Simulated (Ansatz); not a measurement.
Two isomers of CH7NOSi2: A = `OC1[SiH2]N[SiH2]1`, B = `N[C@H]1O[Si@@H]1[SiH3]`.

Program: Ansatz. Geometries: PBE0-D4/def2-TZVP. ΔE: electronic, gas phase. CBS: MP2 limit from def2 TZ/QZ plus the TZ coupled-cluster correction, frozen cores. Functionals use def2-TZVPP. B3LYP here is the variant with VWN-RPA as its local correlation; programs differ in this. One conformer a species, not always the lowest.

**Question.** Which is lower in electronic energy at CCSD(T)/CBS, and by how much? (Estimate.)

**Answer.** The calculation gave: A, by 32.3 kcal/mol.

**Question.** Give E(B) − E(A) in kcal/mol with B3LYP, BLYP-D4, B2PLYP, CCSD(T)/def2-TZVPP, PBE-D4, B3LYP-D4, r2SCAN-D4. (An estimate is asked.)

**Answer.** Computed: B3LYP 28.1, BLYP-D4 26.0, B2PLYP 30.1, CCSD(T)/def2-TZVPP 31.1, PBE-D4 24.7, B3LYP-D4 29.6, r2SCAN-D4 28.1. None reverses the order clearly.

**Question.** Does the order hold for the free energy at 298.15 K (harmonic terms from PBE0-D4)? (Estimate.)

**Answer.** Ansatz gave: Yes: G(B) − G(A) = +31.3 kcal/mol, for one conformer each.

Largest T1 diagnostic: 0.015.

At CCSD(T), def2-SVP lies −3.7 kcal/mol from the extrapolated value and def2-TZVPP −1.3 kcal/mol. From r2SCAN to r2SCAN0 (25 % exact exchange), in def2-TZVPP and without D4, E(B) − E(A) moves by +3.3 kcal/mol.
